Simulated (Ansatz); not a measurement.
C$_{6}$H$_{15}$ClHfO$_{3}$ (`CC[O][Hf]([Cl])([O]CC)[O]CC`) from Hartree–Fock to CCSD(T)

Cartesian coordinates in Å:
```
C 2.358 -0.706 -1.894
C 2.072 0.730 -1.512
O 1.390 0.812 -0.300
Hf 0.349 0.718 1.298
Cl 1.569 1.715 3.092
O -1.295 1.658 1.033
C -2.445 2.313 0.600
C -2.334 2.734 -0.849
O -0.018 -1.112 1.712
C -0.314 -2.467 1.840
C 0.152 -3.255 0.636
H 2.896 -0.748 -2.844
H 1.429 -1.270 -2.000
H 2.969 -1.192 -1.130
H 1.474 1.216 -2.293
H 3.010 1.291 -1.427
H -2.611 3.191 1.236
H -3.308 1.649 0.736
H -1.487 3.410 -0.989
H -3.243 3.251 -1.168
H -2.190 1.864 -1.494
H -1.397 -2.586 1.974
H 0.167 -2.848 2.749
H 1.231 -3.155 0.504
H -0.340 -2.900 -0.272
H -0.082 -4.316 0.760
```

Total charge 0; spin multiplicity 1. Correlated methods include outer-core shells of Hf, which these sets cover unevenly. Hf takes the def2 core potential. Geometry: relaxed with PBE0-D4/def2-TZVP. It is one conformer, not always the lowest. Frozen core, restricted reference, Ansatz 0.2.0.

```json
{"basis": "def2-SVP", "HF (Eh)": "-967.30414", "MP2 corr.": "-1.76663", "CCSD corr.": "-1.86559", "(T)": "-0.05442", "CCSD(T) total": "-969.22415"}
{"basis": "def2-TZVPP", "HF (Eh)": "-968.00859", "MP2 corr.": "-2.26547", "CCSD corr.": "-2.34238", "(T)": "-0.09484", "CCSD(T) total": "-970.44581"}
{"basis": "def2-QZVPP", "HF (Eh)": "-968.04379", "MP2 corr.": "-2.45545", "CCSD corr.": "–", "(T)": "–", "CCSD(T) total": "–"}
```
